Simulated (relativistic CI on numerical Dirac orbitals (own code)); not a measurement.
Spin-allowed bands of a d8 ion in an octahedral site, by hand

Problem. A d8 ion in an octahedral site has a 3A2 ground term and spin-allowed bands at ν1 = 9660 and ν2 = 14037 cm⁻¹ (from a computed ligand-field model). Find Δ and the Racah parameter B, and predict the third band.

Working.
1. The F term splits into A2 (−1.2Δ), T2 (−0.2Δ) and T1 (+0.6Δ), so ν1 = E(T2) − E(A2) = Δ = 9660 cm⁻¹.
2. T1(F) mixes with T1(P), which lies at 15B, through an element 0.4Δ. The two roots, counted from A2, are ν2,3 = ½(15B + 3Δ) ∓ ½√[(15B − Δ)² + 12BΔ].
3. Solving the lower root for B gives B = (2ν1² + ν2² − 3ν1ν2)/(15ν2 − 27ν1) = -23123691/-50265 = 460 cm⁻¹.
4. The sum of the roots is 15B + 3Δ, so ν3 = 15B + 3ν1 − ν2 = 21844 cm⁻¹ (458 nm).

Check. The bands were computed by exact diagonalisation of the d8 shell with B = 460 and Δ = 9660 cm⁻¹, which gives ν3 = 21843 cm⁻¹. C does not enter the terms of highest spin.
